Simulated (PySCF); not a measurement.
PySCF input (BP86/def2-SVP):

```python
from pyscf import gto, dft

mol = gto.M(
    atom='''
    C     0.69576000   -0.07813900   -1.73553100
    Si    0.02758200    0.00512900   -0.01380000
    C    -1.82713900    0.25641200   -0.10615900
    N     0.94907300    1.22498300    0.77658500
    N     0.24566300   -1.41112400    0.95372300
    H     0.09904900   -0.40344500   -2.58208400
    H     1.73889500    0.10342000   -1.97588100
    H    -2.32115400   -0.57887100   -0.61050900
    H    -2.25964800    0.34854400    0.89244700
    H    -2.06710100    1.16451900   -0.66320200
    H     0.82809800    1.40411600    1.76090500
    H     1.25346900    2.04736600    0.28154200
    H    -0.41000000   -2.17403900    0.88818000
    H     1.17736900   -1.75006000    1.13977300
    ''',
    basis='def2-svp',
    charge=0,
    spin=1,
    verbose=4,
)

mf = dft.UKS(mol, xc='bp86')
mf.grids.level = 3
mf.conv_tol = 1e-9
mf.max_cycle = 100
mf.max_memory = 1500
mf.kernel()
if not mf.converged:
    mf = mf.newton()
    mf.kernel(mf.make_rdm1())
mo, _, stable, _ = mf.stability(return_status=True)
if not stable:
    mf.kernel(mf.make_rdm1(mo, mf.mo_occ))
    stable = mf.stability(return_status=True)[2]
mf.dip_moment()
```

Output:

```
PySCF version 2.14.0

[INPUT] verbose = 4
[INPUT] num. atoms = 14
[INPUT] num. electrons = 49
[INPUT] charge = 0
[INPUT] spin (= nelec alpha-beta = 2S) = 1
[INPUT] symmetry False subgroup None
[INPUT] Mole.unit = angstrom
[INPUT] Symbol           X                Y                Z      unit          X                Y                Z       unit  Magmom
[INPUT]  1 C      0.695760000000  -0.078139000000  -1.735531000000 AA    1.314795848427  -0.147661309647  -3.279678270693 Bohr   0.0
[INPUT]  2 Si     0.027582000000   0.005129000000  -0.013800000000 AA    0.052122425968   0.009692405293  -0.026078220519 Bohr   0.0
[INPUT]  3 C     -1.827139000000   0.256412000000  -0.106159000000 AA   -3.452792301512   0.484548455052  -0.200611435658 Bohr   0.0
[INPUT]  4 N      0.949073000000   1.224983000000   0.776585000000 AA    1.793488042219   2.314882377248   1.467532962445 Bohr   0.0
[INPUT]  5 N      0.245663000000  -1.411124000000   0.953723000000 AA    0.464235788939  -2.666637887801   1.802275268699 Bohr   0.0
[INPUT]  6 H      0.099049000000  -0.403445000000  -2.582084000000 AA    0.187175482912  -0.762400556325  -4.879431590621 Bohr   0.0
[INPUT]  7 H      1.738895000000   0.103420000000  -1.975881000000 AA    3.286035309376   0.195435475803  -3.733873944732 Bohr   0.0
[INPUT]  8 H     -2.321154000000  -0.578871000000  -0.610509000000 AA   -4.386345352939  -1.093907651453  -1.153694806582 Bohr   0.0
[INPUT]  9 H     -2.259648000000   0.348544000000   0.892447000000 AA   -4.270115857921   0.658652702360   1.686480410690 Bohr   0.0
[INPUT] 10 H     -2.067101000000   1.164519000000  -0.663202000000 AA   -3.906254761815   2.200621976852  -1.253270145264 Bohr   0.0
[INPUT] 11 H      0.828098000000   1.404116000000   1.760905000000 AA    1.564878424300   2.653394687120   3.327628181377 Bohr   0.0
[INPUT] 12 H      1.253469000000   2.047366000000   0.281542000000 AA    2.368713115632   3.868961016746   0.532037272562 Bohr   0.0
[INPUT] 13 H     -0.410000000000  -2.174039000000   0.888180000000 AA   -0.774787711072  -4.108338294123   1.678416949316 Bohr   0.0
[INPUT] 14 H      1.177369000000  -1.750060000000   1.139773000000 AA    2.224904957553  -3.307134101556   2.153858814174 Bohr   0.0

nuclear repulsion = 243.226588736129
number of shells = 59
number of NR pGTOs = 195
number of NR cGTOs = 119
basis = def2-svp
ecp = {}

******** <class 'pyscf.dft.uks.UKS'> ********
method = UKS
initial guess = minao
damping factor = 0
level_shift factor = 0
DIIS = <class 'pyscf.scf.diis.CDIIS'>
diis_start_cycle = 1
diis_space = 8
diis_damp = 0
SCF conv_tol = 1e-09
SCF conv_tol_grad = None
SCF max_cycles = 100
direct_scf = True
direct_scf_tol = 1e-13
number electrons alpha = 25  beta = 24
XC library pyscf.dft.libxc version 7.1.2
    S. Lehtola, C. Steigemann, M. J. T. Oliveira, and M. A. L. Marques,  SoftwareX 7, 1–5 (2018)
XC functionals = bp86
    A. D. Becke,  Phys. Rev. A 38, 3098 (1988)
    J. P. Perdew,  Phys. Rev. B 33, 8822 (1986)
    J. P. Perdew,  Phys. Rev. B 34, 7406–7406 (1986)
radial grids:
    Treutler-Ahlrichs [JCP 102, 346 (1995); DOI:10.1063/1.469408] (M4) radial grids

becke partition: Becke, JCP 88, 2547 (1988); DOI:10.1063/1.454033
pruning grids: <function nwchem_prune>
grids dens level: 3
symmetrized grids: False
atomic radii adjust function: <function treutler_atomic_radii_adjust>
small_rho_cutoff = 0
Set gradient conv threshold to 3.16228e-05
tot grids = 163496
init E= -480.528050338319
  alpha nocc = 25  HOMO = -0.238867288516244  LUMO = -0.0150329921239023
  beta  nocc = 24  HOMO = -0.319335048393211  LUMO = -0.238867288516243

WARN: HOMO -0.238867288516244 >= LUMO -0.238867288516243

cycle= 1 E= -480.269615914588  delta_E= 0.258  |g|= 0.566  |ddm|= 2.59
  alpha nocc = 25  HOMO = -0.0702287030934889  LUMO = 0.0771743716689324
  beta  nocc = 24  HOMO = -0.0699109365237987  LUMO = -0.0372075976282531
  HOMO = -0.0699109365238  LUMO = -0.0372075976283  gap/eV = 0.88990
cycle= 2 E= -479.992462550928  delta_E= 0.277  |g|= 0.934  |ddm|= 1.73
  alpha nocc = 25  HOMO = -0.152531460443973  LUMO = 0.031116782030113
  beta  nocc = 24  HOMO = -0.201035145575513  LUMO = -0.0861657791700621
  HOMO = -0.152531460444  LUMO = -0.0861657791701  gap/eV = 1.80590
cycle= 3 E= -480.409143534638  delta_E= -0.417  |g|= 0.159  |ddm|= 1.28
  alpha nocc = 25  HOMO = -0.177803178504062  LUMO = 0.0348395222738707
  beta  nocc = 24  HOMO = -0.200485721847083  LUMO = -0.109102213984724
  HOMO = -0.177803178504  LUMO = -0.109102213985  gap/eV = 1.86945
cycle= 4 E= -480.423492664437  delta_E= -0.0143  |g|= 0.025  |ddm|= 0.204
  alpha nocc = 25  HOMO = -0.179106469877279  LUMO = 0.0364370761491819
  beta  nocc = 24  HOMO = -0.194492965509129  LUMO = -0.106966359999296
  HOMO = -0.179106469877  LUMO = -0.106966359999  gap/eV = 1.96303
cycle= 5 E= -480.423706987978  delta_E= -0.000214  |g|= 0.0161  |ddm|= 0.0442
  alpha nocc = 25  HOMO = -0.177489429793121  LUMO = 0.0362656115728286
  beta  nocc = 24  HOMO = -0.19681905293027  LUMO = -0.104827192786232
  HOMO = -0.177489429793  LUMO = -0.104827192786  gap/eV = 1.97724
cycle= 6 E= -480.423818708185  delta_E= -0.000112  |g|= 0.00467  |ddm|= 0.0204
  alpha nocc = 25  HOMO = -0.177854369661413  LUMO = 0.0359716173232925
  beta  nocc = 24  HOMO = -0.196605958590048  LUMO = -0.10452057563203
  HOMO = -0.177854369661  LUMO = -0.104520575632  gap/eV = 1.99551
cycle= 7 E= -480.423829531997  delta_E= -1.08e-05  |g|= 0.00148  |ddm|= 0.007
  alpha nocc = 25  HOMO = -0.178042430864273  LUMO = 0.0359860901326101
  beta  nocc = 24  HOMO = -0.196717670497268  LUMO = -0.104601302588974
  HOMO = -0.178042430864  LUMO = -0.104601302589  gap/eV = 1.99843
cycle= 8 E= -480.423830616375  delta_E= -1.08e-06  |g|= 0.000708  |ddm|= 0.00226
  alpha nocc = 25  HOMO = -0.177988898820731  LUMO = 0.0359986175404869
  beta  nocc = 24  HOMO = -0.196686883246434  LUMO = -0.104497498017854
  HOMO = -0.177988898821  LUMO = -0.104497498018  gap/eV = 1.99980
cycle= 9 E= -480.423830934825  delta_E= -3.18e-07  |g|= 0.000146  |ddm|= 0.000923
  alpha nocc = 25  HOMO = -0.17800756421192  LUMO = 0.0360024227058333
  beta  nocc = 24  HOMO = -0.196682662009301  LUMO = -0.104507603513797
  HOMO = -0.178007564212  LUMO = -0.104507603514  gap/eV = 2.00004
cycle= 10 E= -480.423830948374  delta_E= -1.35e-08  |g|= 4.02e-05  |ddm|= 0.000224
  alpha nocc = 25  HOMO = -0.178000643761626  LUMO = 0.0360044109294928
  beta  nocc = 24  HOMO = -0.196677986186656  LUMO = -0.104500500413754
  HOMO = -0.178000643762  LUMO = -0.104500500414  gap/eV = 2.00004
cycle= 11 E= -480.423830949331  delta_E= -9.58e-10  |g|= 1.53e-05  |ddm|= 7.01e-05
  alpha nocc = 25  HOMO = -0.178003340408574  LUMO = 0.0360028541823323
  beta  nocc = 24  HOMO = -0.196682196397684  LUMO = -0.104503895962119
  HOMO = -0.178003340409  LUMO = -0.104503895962  gap/eV = 2.00002
Extra cycle  E= -480.423830949267  delta_E= 6.48e-11  |g|= 1.95e-05  |ddm|= 4.31e-05
converged SCF energy = -480.423830949267  <S^2> = 0.75298417  2S+1 = 2.0029819
uhf_internal: lowest eigs of H = [0.68212915 0.69731809 0.70496064]
<class 'pyscf.dft.uks.UKS'> wavefunction is stable in the internal stability analysis
Dipole moment(X, Y, Z, Debye):  0.12846, -0.15205,  0.37433
```

The geometry given is a B3LYP-D3(BJ)/def2-TZVP minimum.
